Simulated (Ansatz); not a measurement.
Reaction (formal exchange of groups at the Si–Si bond): `[SiH3][SiH2]SCS` + `B[SiH2]Cl` → `B[SiH]([SiH3])Cl` + `[SiH3]SCS`

Computed with Ansatz on PBE0-D4/def2-TZVP structures; ΔE is electronic, products minus reactants. CCSD(T)/CBS adds triple-zeta CCSD(T) − MP2 to the extrapolated MP2 energy (def2 sets, frozen cores). Functionals use def2-TZVPP. B3LYP here is the variant with VWN-RPA as its local correlation; programs differ in this. One conformer a species, not always the lowest.

```json
{"level": "revPBE-D4", "ΔE (kcal/mol)": "-0.7", "difference from CCSD(T)/CBS": "-0.3"}
{"level": "r2SCAN-D4", "ΔE (kcal/mol)": "-1.1", "difference from CCSD(T)/CBS": "-0.7"}
{"level": "PBE0-D4", "ΔE (kcal/mol)": "-0.5", "difference from CCSD(T)/CBS": "-0.1"}
{"level": "r2SCANh-D4", "ΔE (kcal/mol)": "-0.9", "difference from CCSD(T)/CBS": "-0.5"}
{"level": "BHLYP-D4", "ΔE (kcal/mol)": "-0.2", "difference from CCSD(T)/CBS": "0.2"}
{"level": "ωB97M-V", "ΔE (kcal/mol)": "-0.5", "difference from CCSD(T)/CBS": "-0.1"}
{"level": "BLYP", "ΔE (kcal/mol)": "-2.1", "difference from CCSD(T)/CBS": "-1.7"}
{"level": "PBE0", "ΔE (kcal/mol)": "-1.1", "difference from CCSD(T)/CBS": "-0.7"}
{"level": "B3LYP", "ΔE (kcal/mol)": "-1.6", "difference from CCSD(T)/CBS": "-1.2"}
{"level": "r2SCANh", "ΔE (kcal/mol)": "-1.2", "difference from CCSD(T)/CBS": "-0.8"}
{"level": "CAM-B3LYP", "ΔE (kcal/mol)": "-1.2", "difference from CCSD(T)/CBS": "-0.8"}
{"level": "LC-ωPBE", "ΔE (kcal/mol)": "-0.7", "difference from CCSD(T)/CBS": "-0.3"}
{"level": "RPA@PBE/def2-TZVPP", "ΔE (kcal/mol)": "-0.6", "difference from CCSD(T)/CBS": "-0.2"}
{"level": "CCSD(T)/def2-SVP", "ΔE (kcal/mol)": "-0.3", "difference from CCSD(T)/CBS": "0.1"}
{"level": "SCS-MP2/def2-QZVPP", "ΔE (kcal/mol)": "-0.5", "difference from CCSD(T)/CBS": "-0.1"}
{"level": "HF/CBS(def2)", "ΔE (kcal/mol)": "-1.2", "difference from CCSD(T)/CBS": "-0.8"}
{"level": "CCSD(T)/CBS", "ΔE (kcal/mol)": "-0.4", "difference from CCSD(T)/CBS": "0"}
```

Largest T1 diagnostic among the species: 0.012.

The D4 term adds +1.1 kcal/mol with B3LYP and +0.6 kcal/mol with PBE0; it sums over pairs of atoms, weighted by their polarisabilities, and B3LYP, whose exchange is more repulsive, gets the larger term. Leaving LDA and LC-ωPBE aside and taking each functional with its dispersion term where it has one, the values, not all of them listed here, spread over 0.9 kcal/mol, from B2PLYP to BHLYP-D4. LDA lies +0.8 kcal/mol from PBE without D4.
